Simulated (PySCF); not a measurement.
## Polarisability and C₆ of N²⁺ (nitrogen, charge +2)

[He] 2s2 2p1, 2P determinant. All numbers are calculated (PySCF 2.14, no relativity, point nucleus, in aug-cc-pwCVQZ (9s8p6d4f2g, 109 functions)). Coupled (time-dependent) response in atomic units; α is the mean over directions.

```csv
method,mean α (bohr³),"α xx, yy, zz",C₆ (like pair),S(−4)
UHF,2.714,"2.825, 2.492, 2.825",3.843,9.200
PBE,2.587,"2.700, 2.362, 2.700",3.672,6.890
PBE0,2.601,"2.716, 2.370, 2.716",3.690,7.085
M06-L,2.825,"2.917, 2.641, 2.917",4.131,9.373
B97-3,2.575,"2.696, 2.332, 2.696",3.644,6.725
```

S(−4) is the Cauchy moment in α(ω) = α(0) + S(−4) ω² + …

α(iu) at PBE:

| u (hartree) | α(iu) (bohr³) |
| --- | --- |
| 0 | 2.587 |
| 0.0500 | 2.570 |
| 0.100 | 2.521 |
| 0.200 | 2.348 |
| 0.300 | 2.121 |
| 0.500 | 1.664 |
| 0.750 | 1.229 |
| 1.00 | 0.9357 |
| 1.50 | 0.5926 |
| 2.00 | 0.4080 |
| 3.00 | 0.2268 |
| 5.00 | 0.1001 |

A single London oscillator, α(iu) = α/(1 + u²/ω²), gives C₆ = (3/4) ω α². Matching the computed C₆ needs ω = 4 × 3.672 / (3 × 2.587²) = 0.732 hartree.

For an ion, C₆ is the dispersion term alone; charge-induced terms of lower order in 1/R come first.

The components differ because the open shell of this determinant is not spherical; for a pure term their mean is the scalar polarisability.
